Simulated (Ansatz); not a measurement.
One change: `[AsH2]C[TeH]` becomes `ClC[TeH]`.

Ansatz, PBE0-D4/def2-TZVP geometries, multiplicity 1. 

Elements past krypton have def2 core potentials. Scalar relativity is left out up to krypton. Spin–orbit coupling is left out; it splits and shifts lone-pair levels of the heavy atoms by tenths of an eV.

```tsv
property	`[AsH2]C[TeH]`
HOMO energy (PBE0/def2-TZVPP) / eV	-6.25
HOMO energy (B3LYP/def2-TZVPP) / eV	-6.03
LUMO energy (PBE/def2-TZVPP) / eV	-1.76
size of the dipole moment (PBE/def2-TZVPP) / D	1.12
ideal-gas entropy at 298 K and 1 bar (rigid rotor, harmonic PBE0-D4/def2-TZVP) / J/(mol·K)	343
LUMO energy (ωB97M-V/def2-TZVPP) / eV	0.85
```

(1) Give the same properties after the change, and the shifts. (Estimate.)

Results:

(1) The calculation gave: 
| property | `ClC[TeH]` | shift |
| --- | --- | --- |
| HOMO energy (PBE0/def2-TZVPP) / eV | -6.42 | -0.17 |
| HOMO energy (B3LYP/def2-TZVPP) / eV | -6.21 | -0.18 |
| LUMO energy (PBE/def2-TZVPP) / eV | -1.93 | -0.17 |
| size of the dipole moment (PBE/def2-TZVPP) / D | 1.49 | 0.37 |
| ideal-gas entropy at 298 K and 1 bar (rigid rotor, harmonic PBE0-D4/def2-TZVP) / J/(mol·K) | 314 | -29 |
| LUMO energy (ωB97M-V/def2-TZVPP) / eV | 0.74 | -0.11 |

The zero-point energy changes by -39.0 kJ/mol with -6 modes. Dipoles are sizes alone; their direction can turn.

Positive LUMOs are unbound, so they and the gaps depend on the basis.

B3LYP here is the variant with VWN-RPA as its local correlation; programs differ in this.
